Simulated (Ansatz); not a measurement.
A nudged elastic band was laid between two geometries of CH₆B₂O (10 atoms, charge 0, multiplicity 1).

Method: RKS B3LYP-D4/def2-SVP (Ansatz 0.2.0).

| Item | Value |
| --- | --- |
| movable images | 5 |
| climbing image | yes |
| spring | 5.0 eV/Å² |
| optimiser | quadratic models (default) |
| start path | through a guess of the saddle point |
| force threshold | 0.03 eV/Å |
| iteration limit | 37 |
| end points | relaxed |

Image 0:

```xyz
10
Properties=species:S:1:pos:R:3
C -0.239 1.400 -0.493
B -0.597 -0.106 -0.237
B 0.522 -1.333 0.083
O 1.022 -1.756 1.275
H 0.824 1.633 -0.657
H -0.544 1.916 0.444
H -0.849 1.870 -1.283
H -1.777 -0.397 -0.299
H 0.962 -1.951 -0.874
H 0.678 -1.278 2.041
```

Image 6:

```xyz
10
Properties=species:S:1:pos:R:3
C -0.277 1.459 -0.565
B -0.660 -0.035 -0.288
B 0.419 -1.220 0.253
O 0.703 -1.389 1.572
H 0.795 1.679 -0.679
H -0.604 1.970 0.369
H -0.849 1.939 -1.375
H -1.823 -0.344 -0.470
H 0.966 -1.954 -0.559
H 1.329 -2.105 1.742
```

Which bonds break or form, and what moves?

No bond is made or broken. The dihedral B2–B3–O4–H10 goes from 0 to 180°.

What energy profile does the band end with?

The run converged. The highest image is number 3 of 0 to 6, 0.61 eV above the first end and 0.65 eV above the last; the last end lies 0.05 eV below the first. A vibrational analysis at the climbing image gives one clearly imaginary mode, 853i cm⁻¹: a first-order saddle point.

| image | path coordinate (Å) | energy (eV) | dihedral B2–B3–O4–H10 (°) |
| --- | --- | --- | --- |
| 0 | 0.00 | 0.00 | 0 |
| 1 | 0.37 | 0.02 | 4 |
| 2 | 0.74 | 0.29 | 42 |
| 3 | 1.10 | 0.61 | 90 |
| 4 | 1.46 | 0.31 | 132 |
| 5 | 1.83 | 0.00 | 165 |
| 6 | 2.19 | -0.05 | 180 |

What is the geometry of the highest image?


```xyz
10
Properties=species:S:1:pos:R:3:forces:R:3
C -0.261 1.455 -0.570 0.00 0.00 0.00
B -0.594 -0.044 -0.248 0.00 0.00 0.00
B 0.539 -1.235 0.145 -0.01 0.00 -0.01
O 1.065 -1.436 1.400 0.01 0.00 0.01
H 0.789 1.683 -0.806 0.00 0.00 0.00
H -0.495 1.979 0.383 0.00 0.00 0.00
H -0.923 1.913 -1.323 0.00 0.00 0.00
H -1.773 -0.354 -0.273 0.00 0.00 0.00
H 0.970 -1.942 -0.764 0.00 0.00 0.00
H 0.682 -2.020 2.057 -0.01 0.00 0.00
```

What are the harmonic wavenumbers there?

853i, 94, 125, 217, 233, 546, 601, 653, 755, 903, 922, 1022, 1102, 1144, 1291, 1344, 1406, 1453, 2434, 2520, 2979, 3069, 3121, 3961 cm⁻¹.

The band took 18 iterations and about 10 core-minutes.

Run time: 11 min on 1 CPU thread of a shared host.
